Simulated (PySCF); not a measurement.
C₇H₈N (charge -1).
Bonds: C1–C2 (double), C2–C3, C3–C4 (aromatic), C4–N5 (aromatic), N5–C6 (aromatic), C6–C7, C6–C8 (aromatic), C3–C8 (aromatic). Hydrogens: H9, H10 on C1; H11 on C2; H12 on C4; H13, H14, H15 on C7; H16 on C8.

Probes without a nucleus sit at each ring's centroid and 1 Å off its mean plane on both sides; NICS is minus the shielding there, NICSzz its component along the normal. Level: GIAO PBE0/pcSseg-1 (PySCF, non-relativistic, gas phase) on the GFN2-xTB geometry, one conformer.

Ring bond lengths (Å), with Mayer bond orders in brackets: C3–C4 1.403 (1.35), C4–N5 1.334 (1.53), N5–C6 1.365 (1.36), C6–C8 1.376 (1.45), C8–C3 1.421 (1.30).

Task: What do the NICS probes read (ppm)?

Result: 
```json
{"ring": "C3–C4–N5–C6–C8", "type": "5-membered ring with N; formal bonds all aromatic", "NICS(0)": "-9.5", "NICS(1), two faces": "-10.2 / -10.2", "NICS(1)zz, two faces": "-25.2 / -25.2", "rms pucker (Å)": "0.00", "centre to ring atoms, mean (Å)": "1.17"}
```

Task: What do they say, and how far can they be read as aromaticity?

Result: 
- C3–C4–N5–C6–C8: mean NICS(1)zz -25.2 ppm, shielded. The ring is flat and has no four-coordinate atom; by the NICS criterion it is aromatic.

Task: And the bond-length index? HOMA takes Krygowski's 1993 parameters.

Result: 
- C3–C4–N5–C6–C8: HOMA 0.91; the largest term is that of C8–C3, α(R − Ropt)² = 0.28. The geometric and the magnetic index point the same way.

Task: At the first NICS(1) probe listed for ring C3–C4–N5–C6–C8, 1 Å off the ring, what do the in-plane components average?

Result: The isotropic value is a third of the trace: (3 × -10.2 − (-25.2))/2 = -2.7 ppm.

Task: What are the shieldings of the ring atoms and their hydrogens in the same run (means over atoms taken as equivalent)?

Result: 
```tsv
atoms	environment	σ isotropic (ppm)	principal values of the symmetric part, first atom (ppm)
C3	substituted aromatic carbon	63.4	17.3, 30.2, 142.8
C4	aromatic CH next to a ring nitrogen	48.3	-31.9, 67.4, 109.4
N5	two-coordinate ring nitrogen	-37.4	-238.2, -95.7, 221.8
C6	substituted aromatic carbon	48.5	-30.2, 55.7, 120.1
C8	aromatic CH carbon	86.4	8.1, 98.9, 152.3
H12	aromatic hydrogen	25.11	23.2, 25.3, 26.9
H16	aromatic hydrogen	25.66	23.3, 25.0, 28.7
```

Shape of the structure used: `[CH2:1]=[CH:2][c:3]1[cH:4][n-:5][c:6]([CH3:7])[cH:8]1`: C1–C2–C3–C4 180°.
